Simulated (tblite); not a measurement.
C7H11O (doublet state).
Cartesian coordinates in Å at the GFN2-xTB level; atoms count from 1:
```xyz
19
C7H11O angstrom
C      3.257    0.507   -0.254
C      2.187    0.146    0.428
C      1.056   -0.652   -0.138
C     -0.248    0.147   -0.097
C     -1.437   -0.559   -0.777
C     -2.567   -0.154    0.083
C     -2.043    0.483    1.308
O     -0.638    0.352    1.255
H      4.045    1.094    0.187
H      3.396    0.221   -1.285
H      2.056    0.443    1.459
H      1.268   -0.931   -1.172
H      0.915   -1.559    0.455
H     -0.086    1.128   -0.574
H     -1.554   -0.259   -1.822
H     -1.292   -1.650   -0.770
H     -3.605   -0.316   -0.121
H     -2.323    1.555    1.365
H     -2.396    0.013    2.238
```

Computed with GFN2-xTB (tblite): harmonic, unscaled wavenumbers at the GFN2-xTB geometry, gas phase. Against measured fundamentals such values can be off by several per cent, at times by over 20. One conformer, not necessarily the lowest. Open shells enter through the occupations alone, without spin polarisation, and single modes of such species can be off by tens of per cent.

Harmonic wavenumbers (cm⁻¹): 59.5, 65.2, 103.7, 159.5, 195.5, 225.9, 353.5, 367.4, 468.8, 588.1, 678.2, 712.9, 854.4, 877.2, 897.6, 924.8, 949.4, 983.1, 994.2, 1017.2, 1026.2, 1052.4, 1076.8, 1099.4, 1105.2, 1134.2, 1158.5, 1205.0, 1233.2, 1256.9, 1273.1, 1280.3, 1293.2, 1314.6, 1336.0, 1416.1, 1452.0, 1454.5, 1454.7, 1720.3, 2717.9, 2820.0, 2839.3, 2856.9, 2939.8, 2965.2, 2982.4, 3078.9, 3091.4, 3122.2, 3178.0.

A = 5571, B = 1143, C = 1006 MHz; mass 111.081 u (most abundant isotopes); point group C1, symmetry number 1; spin multiplicity 2.

**Question.** What is the zero-point energy?

**Answer.** Half the sum of the wavenumbers: 34705 cm⁻¹ = 99.23 kcal/mol.

**Question.** Give the ideal-gas entropy at 350 K and 1 bar in the rigid-rotor, harmonic-oscillator model (classical rotation).

**Answer.** Translation 40.85, rotation 28.79, vibration 29.20, spin (R ln 2) 1.38: S = 100.2 cal/(mol K).

**Question.** And Cp and H(350 K) − H(0)?

**Answer.** Cp = 39.32 cal/(mol K), of which vibrations give 31.37 (their classical limit is 51 R = 101.3); H(350 K) − H(0) = 8.09 kcal/mol without the zero-point energy, 5.31 from vibrations.

**Question.** How do the functions run with temperature in this model?

**Answer.** 
```tsv
T (K)	S (cal/(mol K))	Cp (cal/(mol K))	H − H(0) (kcal/mol)	G − H(0) (kcal/mol)	ln q(vib)
50	58.3	12.8	0.49	-2.42	0.43
100	68.7	17.3	1.25	-5.61	1.52
298.15	94.4	33.9	6.20	-21.94	5.93
373.15	102.8	41.7	9.03	-29.33	7.56
500	116.7	53.6	15.10	-43.26	10.38
750	141.9	70.2	30.74	-75.66	15.98
1000	163.6	80.9	49.73	-113.92	21.39
```

q(vib) and H(0) count from the zero-point level.

**Question.** Blend soft modes into free rotors: weight 1/[1 + (100 cm⁻¹/ν̃)⁴] for the oscillator and the rest for a rotor with moment μB/(μ + B), μ = h/(8π²ν), B = 10⁻⁴⁴ kg m². What vibrational entropy results?

**Answer.** 26.72 cal/(mol K) in place of 29.20, which changes −T·S at 350 K by +0.87 kcal/mol.

Hindered rotation and anharmonicity are outside this model. Other conformers, if any are populated, would add a mixing term that is left out. The structure is chiral; the term R ln 2 for an equal mix with its mirror image is left out.
